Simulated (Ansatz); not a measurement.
Reaction (redistribution): `[F][GeH]([F])[Cl]` + `N[SiH](F)[SeH]` → `[F][Ge]([F])([Cl])[SeH]` + `N[SiH2]F`

Computed with Ansatz on PBE0-D4/def2-TZVP structures; ΔE is electronic, products minus reactants. CBS: MP2 limit from def2 TZ/QZ plus the TZ coupled-cluster correction, frozen cores. DFT in def2-TZVPP. For Ge, Se outer-core shells are correlated without core-valence functions, which leaves a few kJ/mol of doubt a bond. Scalar relativity is left out up to krypton. One conformer a species, not always the lowest.

```
        level  ΔE (kJ/mol)
      LC-ωPBE         10.0
HF/def2-QZVPP          6.3
```

What does CCSD(T)/CBS give? (Estimate.)

The calculation gave: +7.3 kJ/mol. The listed levels differ from it by 2.7, -1.0 kJ/mol.

Largest T1 diagnostic among the species: 0.012.

From BLYP to BHLYP (50 % exact exchange), in def2-TZVPP and without D4, ΔE moves by +5.5 kJ/mol. Leaving LDA and LC-ωPBE aside and taking each functional with its dispersion term where it has one, the values, not all of them listed here, spread over 11.3 kJ/mol, from BLYP-D4 to B97M-V. LDA lies +5.8 kJ/mol from PBE without D4. At CCSD(T), def2-SVP lies −6.4 kJ/mol from the extrapolated value and def2-TZVPP −3.4 kJ/mol.
